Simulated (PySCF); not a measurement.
## Heteronuclear NMR

Molfile (atoms numbered from 1):
```
CH9OPSi2
     RDKit          3D

 14 13  0  0  0  0  0  0  0  0999 V2000
   -1.5352   -0.8821    0.7615 C   0  0  0  0  0  0  0  0  0  0  0  0
   -0.2765    0.5088    0.4605 Si  0  0  2  0  0  4  0  0  0  0  0  0
   -1.0606    1.8083   -1.1968 P   0  0  0  0  0  0  0  0  0  0  0  0
    1.1476   -0.1026   -0.0226 O   0  0  0  0  0  0  0  0  0  0  0  0
    2.1291   -0.9105   -1.0316 Si  0  0  0  0  0  4  0  0  0  0  0  0
   -1.1351   -1.6293    1.4398 H   0  0  0  0  0  0  0  0  0  0  0  0
   -2.4530   -0.4957    1.1940 H   0  0  0  0  0  0  0  0  0  0  0  0
   -1.7948   -1.3823   -0.1684 H   0  0  0  0  0  0  0  0  0  0  0  0
    0.0962    1.2011    1.6986 H   0  0  0  0  0  0  0  0  0  0  0  0
   -0.2074    2.8689   -0.9432 H   0  0  0  0  0  0  0  0  0  0  0  0
   -2.0762    2.3632   -0.4373 H   0  0  0  0  0  0  0  0  0  0  0  0
    1.9331   -0.3941   -2.3848 H   0  0  0  0  0  0  0  0  0  0  0  0
    3.4593   -0.6279   -0.5017 H   0  0  0  0  0  0  0  0  0  0  0  0
    1.7727   -2.3261   -0.9451 H   0  0  0  0  0  0  0  0  0  0  0  0
  1  2  1  0
  2  3  1  0
  2  4  1  0
  4  5  1  0
  1  6  1  0
  1  7  1  0
  1  8  1  0
  2  9  1  1
  3 10  1  0
  3 11  1  0
  5 12  1  0
  5 13  1  0
  5 14  1  0
M  END
```

- shieldings: GIAO PBE0/pcSseg-1
- geometry: GFN2-xTB
- run in PySCF 2.14
- averaged over atoms made equivalent by symmetry, fast rotation or ring inversion, non-relativistic Hamiltonian, single conformer, no solvent

**Question.** What are the 31P shifts?

**Answer.** 
```
atoms                   environment  σ (ppm)  δ (ppm)
   P3  phosphorus bonded to Si, 2 H    606.8   -232.6
```

Shieldings were converted by a linear fit to measured shifts: 31P (scatter 18.1 ppm rms vs H3PO4, solution or neat liquid). Occasional misses reach two or three times the rms, and more in compound classes unlike the fitted ones.

On a 600 MHz spectrometer 31P resonates near 242.9 MHz, so 1 ppm is 242.9 Hz.

**Question.** Predict the 29Si NMR data.

**Answer.** 
```csv
atoms,environment,σ (ppm),δ (ppm)
Si2,"silicon bonded to C, O, P, H",346.6,-4.9
Si5,"silicon bonded to O, 3 H",392.7,-42.8
```

Shieldings were converted by a linear fit to measured shifts: 29Si (scatter 8.9 ppm rms, 25.8 ppm with the 6 outliers that the fit left out vs TMS, solution or neat liquid). A few per cent of atoms miss by over 2 rms, more outside the fitted compound classes.

On a 600 MHz spectrometer 29Si resonates near 119.2 MHz, so 1 ppm is 119.2 Hz.

**Question.** What are the 17O shifts?

**Answer.** 
```tsv
atoms	environment	σ (ppm)	δ (ppm)
O4	oxygen bonded to 2 Si	310.5	-16.2
```

Shieldings were converted by a linear fit to measured shifts: 17O: δ = 266.70 − 0.911σ (rms 10.7 ppm, 155 shifts, 12.2 ppm with the 3 outliers that the fit left out vs liquid water, solution or neat liquid). A few per cent of atoms miss by over 2 rms, more outside the fitted compound classes.

On a 300 MHz spectrometer 17O resonates near 40.7 MHz, so 1 ppm is 40.7 Hz.
